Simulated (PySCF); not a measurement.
F2Sn, charge +1, doublet, geometry from GFN2-xTB (such geometries of metal compounds can be far from the true shape) (a state made from the parent by changing its charge; the spin is typed, not shown lowest) (core potentials on Sn). Base run: PySCF with B3LYP/def2-SVP.

Input for PySCF:
```python
from pyscf import gto, scf, dft, solvent

mol = gto.Mole()
mol.atom = '''
    Sn    0.00000000    0.00000000    0.00000000
    F    -0.00000000   -0.00000000   -2.20887238
    F     0.00000000    0.00000000    2.20887238
'''
mol.basis = 'def2-svp'
mol.ecp = {'Sn': 'def2-svp'}
mol.charge = 1
mol.spin = 1
mol.verbose = 3
mol.build()

mf = dft.UKS(mol)
mf.xc = 'b3lyp'
mf.kernel()
```

Each row names what was changed in the base input (with any setting that the change needs).

```tsv
change	ΔE vs base (kJ/mol)
base	0.00
model = C-PCM; solvent = dichloromethane	-267.7
model = IEF-PCM; solvent = dichloromethane; vdw_scale = 1.0	-359.1
model = IEF-PCM; solvent = tetrahydrofuran	-258.4
model = IEF-PCM; solvent = dimethylsulfoxide	-295.2
model = IEF-PCM; solvent = dichloromethane; lebedev_order = 11	-266.7
model = IEF-PCM; solvent = acetonitrile	-293.0
model = SS(V)PE; solvent = dichloromethane	-261.0
model = IEF-PCM; solvent = dichloromethane; vdw_scale = 1.4	-215.1
model = IEF-PCM; solvent = dichloromethane; vdw_scale = 1.1	-304.2
model = IEF-PCM; solvent = dichloromethane; lebedev_order = 41	-265.5
model = ddCOSMO; solvent = dichloromethane	-300.8
```

The base is the gas phase, so ΔE is the electrostatic part of solvation at a fixed geometry, without cavity and dispersion terms.

Open shells are given as the SCF converged; they aren't shown to be the lowest states, and a large step between rows can be another state.
